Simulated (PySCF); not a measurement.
# Radial density of Pd²⁺ (palladium, charge +2)

CAM-B3LYP, [Kr] 4d7 5p1, one real determinant (an excited configuration). All numbers are calculated (PySCF 2.14, a scalar-relativistic core potential, in aug-cc-pwCVDZ-PP with ECP28MDF (6s6p5d3f, 70 functions)). This is the valence pseudo-density: the core potential removes the inner electrons and smooths the orbitals near the nucleus.

| r (bohr) | 4πr²ρ (e/bohr) | 4πr²(ρα − ρβ) |
| --- | --- | --- |
| 0.0187 | 1.491e-05 | 0.0000 |
| 0.0314 | 3.763e-05 | 0.0000 |
| 0.0528 | 8.858e-05 | 0.0000 |
| 0.0888 | 0.0003265 | 0.0000 |
| 0.149 | 0.003323 | 0.0007 |
| 0.251 | 0.05512 | 0.0121 |
| 0.423 | 1.328 | 0.2021 |
| 0.711 | 12.48 | 1.7310 |
| 1.20 | 12.56 | 2.5420 |
| 2.01 | 2.363 | 0.9900 |
| 3.38 | 0.4035 | 0.3552 |
| 5.69 | 0.02025 | 0.0200 |
| 9.57 | 6.681e-05 | 0.0001 |

⟨L²⟩ = 13.77 against 20 for a pure G term, so this real determinant mixes terms. Energies and moments cover only the electrons outside the core potential.
